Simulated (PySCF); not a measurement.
SMILES Clc1ccc(Br)cc1 (C6H4BrCl), singlet (GFN2-xTB optimised geometry):

```
12

Cl    -1.532    -2.772     0.000
C     -0.680    -1.271     0.000
C     -1.391    -0.080     0.000
C     -0.709     1.123     0.000
C      0.676     1.118     0.000
Br     1.615     2.772     0.000
C      1.390    -0.069     0.000
C      0.707    -1.271     0.000
H     -2.469    -0.093     0.000
H     -1.250     2.057     0.000
H      2.469    -0.055     0.000
H      1.249    -2.203     0.000
```

Calculation: CAM-B3LYP/def2-TZVP run with PySCF.

Task: What are the frontier orbital energies and the dipole moment?

Result: HOMO-2 -9.84 eV, HOMO-1 -9.30 eV, HOMO -8.24 eV, LUMO 0.18 eV, LUMO+1 0.20 eV; dipole moment 0.14 D.

Meta-Löwdin charges at CAM-B3LYP/def2-TZVP: Cl1 -0.05, C2 0.02, C3 -0.12, C4 -0.11, C5 -0.01, Br6 -0.04, C7 -0.11, C8 -0.12, H9 0.14, H10 0.14, H11 0.14, H12 0.14.
